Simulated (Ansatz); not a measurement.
CH2F (SMILES [CH2]F), charge 0, multiplicity 2, relaxed at each level with Ansatz (an electronic-structure program); harmonic frequencies from differences of analytic forces, average atomic masses, frozen cores. Open shells are unrestricted.

Problem. Give the equilibrium geometry, the harmonic frequencies and the zero-point energy at r2SCAN/def2-TZVPP.

Solution. 
(charge 0, multiplicity 2):
```xyz
4

C     -0.6456     0.0566     0.1012
F      0.6796    -0.0607    -0.0603
H     -1.2079    -0.8520    -0.0631
H     -1.0331     1.0590    -0.0159
```
Frequencies (cm⁻¹): 478, 1169, 1183, 1464, 3127, 3288. Zero-point energy 15.31 kcal/mol.

Problem. Give the equilibrium geometry, the harmonic frequencies and the zero-point energy at CCSD(T)/cc-pVTZ.

Solution. 
(charge 0, multiplicity 2):
```
atom    x (Å)    y (Å)    z (Å)
----  -------  -------  -------
C     -0.6426   0.0558   0.1203
F      0.6780  -0.0604  -0.0651
H     -1.2079  -0.8444  -0.0701
H     -1.0344   1.0519  -0.0233
```
Frequencies (cm⁻¹): 602, 1186, 1202, 1492, 3146, 3300. Zero-point energy 15.62 kcal/mol.
